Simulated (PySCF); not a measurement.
Molecule: `C[Si](C)(C)[Si](Cl)(Cl)Cl`, C3H9Cl3Si2.

Molfile (atoms numbered from 1):
```
C3H9Cl3Si2
     RDKit          3D

 17 16  0  0  0  0  0  0  0  0999 V2000
   -0.0660    1.9588    0.1378 C   0  0  0  0  0  0  0  0  0  0  0  0
   -0.2094    0.0869    0.0853 Si  0  0  0  0  0  4  0  0  0  0  0  0
   -1.5747   -0.4881   -1.0687 C   0  0  0  0  0  0  0  0  0  0  0  0
   -0.3776   -0.6559    1.8024 C   0  0  0  0  0  0  0  0  0  0  0  0
    1.7966   -0.7256   -0.7831 Si  0  0  0  0  0  4  0  0  0  0  0  0
    3.3916   -0.2299    0.4393 Cl  0  0  0  0  0  0  0  0  0  0  0  0
    2.1927    0.0371   -2.6653 Cl  0  0  0  0  0  0  0  0  0  0  0  0
    1.7510   -2.7884   -0.9435 Cl  0  0  0  0  0  0  0  0  0  0  0  0
    0.8075    2.2650    0.7336 H   0  0  0  0  0  0  0  0  0  0  0  0
   -0.9653    2.4067    0.5902 H   0  0  0  0  0  0  0  0  0  0  0  0
    0.0502    2.3703   -0.8765 H   0  0  0  0  0  0  0  0  0  0  0  0
   -1.4160   -0.0994   -2.0863 H   0  0  0  0  0  0  0  0  0  0  0  0
   -1.6000   -1.5874   -1.1228 H   0  0  0  0  0  0  0  0  0  0  0  0
   -2.5580   -0.1383   -0.7155 H   0  0  0  0  0  0  0  0  0  0  0  0
   -1.3350   -0.3635    2.2627 H   0  0  0  0  0  0  0  0  0  0  0  0
    0.4386   -0.3125    2.4563 H   0  0  0  0  0  0  0  0  0  0  0  0
   -0.3397   -1.7552    1.7569 H   0  0  0  0  0  0  0  0  0  0  0  0
  1  2  1  0
  2  3  1  0
  2  4  1  0
  2  5  1  0
  5  6  1  0
  5  7  1  0
  5  8  1  0
  1  9  1  0
  1 10  1  0
  1 11  1  0
  3 12  1  0
  3 13  1  0
  3 14  1  0
  4 15  1  0
  4 16  1  0
  4 17  1  0
M  END
```

Geometry PBE0-D3(BJ)/def2-SVP throughout; GIAO in PySCF 2.14.0 with density-fitted response routines, gas phase, one conformer, non-relativistic; equivalent atoms averaged; functional PBE0.

For orientation, aug-cc-pVDZ gives these absolute shieldings σ: C1/C3/C4 198.6, Si5 373.7, Si2 420.6, Cl6/Cl7/Cl8 830.4, H9/H10/H11/H12/H13/H14/H15/H16/H17 31.07 ppm.

A run gave: C1/C3/C4 234.6, Si5 460.8, Si2 523.9, Cl6/Cl7/Cl8 1102.4, H9/H10/H11/H12/H13/H14/H15/H16/H17 32.16 ppm (absolute shieldings σ).

Which basis set was used in that run?
A. pcSseg-0
B. 6-31G*
C. STO-3G
D. cc-pVDZ

Answers

C. Cl6/Cl7/Cl8 tells them apart best: STO-3G gives 1102.4, pcSseg-0 gives 839.1, 6-31G* gives 830.6, cc-pVDZ gives 837.6 ppm.
